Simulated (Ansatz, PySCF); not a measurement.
Dimer: GeH4 (SMILES [GeH4]) (first 5 atoms) with CH5N (SMILES CN); geometry from B3LYP-D3(BJ)/def2-TZVP.
(charge 0, multiplicity 1):
| atom | x (Å) | y (Å) | z (Å) |
|---|---|---|---|
| Ge | -0.1163 | -0.1863 | 0.2762 |
| H | -0.4951 | -0.1074 | -1.2103 |
| H | 1.1174 | -1.0866 | 0.4405 |
| H | -1.2888 | -0.7737 | 1.0750 |
| H | 0.2036 | 1.2209 | 0.8006 |
| C | -0.4469 | 0.5988 | 4.1704 |
| N | 0.6668 | -0.2867 | 3.8384 |
| H | -0.0618 | 1.4841 | 4.6787 |
| H | -1.1142 | 0.0897 | 4.8675 |
| H | -1.0468 | 0.9357 | 3.3142 |
| H | 1.3171 | 0.1633 | 3.2062 |
| H | 0.3410 | -1.1308 | 3.3843 |

Basis-set superposition error: the interaction energy with monomers in their own basis, and in the dimer's basis (counterpoise).

Programs: Ansatz (Gaussian basis) for Hartree–Fock, density functionals and correlated methods; PySCF for 6-31G* rows, M06-2X. 

```csv
level,uncorrected (kcal/mol),counterpoise (kcal/mol),difference
SVWN5/def2-TZVPPD,-2.90,-2.70,0.20
PBE/def2-TZVPPD,-0.46,-0.30,0.16
BLYP/def2-TZVPPD,1.12,1.29,0.17
B3LYP/6-31G*,-0.64,0.96,1.60
PBE0/def2-TZVPPD,-0.37,-0.22,0.15
M06-2X/def2-TZVPPD,-1.94,-1.74,0.20
CAM-B3LYP/def2-TZVPPD,-0.12,0.05,0.16
wB97M-V/def2-TZVPPD,-1.58,-1.40,0.19
B2PLYP/def2-TZVPPD,-0.25,0.01,0.25
MP2/aug-cc-pVDZ,-1.79,-0.85,0.94
```

The error is largest for B3LYP/6-31G* (1.60 kcal/mol) and smallest for PBE0/def2-TZVPPD (0.15 kcal/mol).

Ansatz is an electronic-structure program.
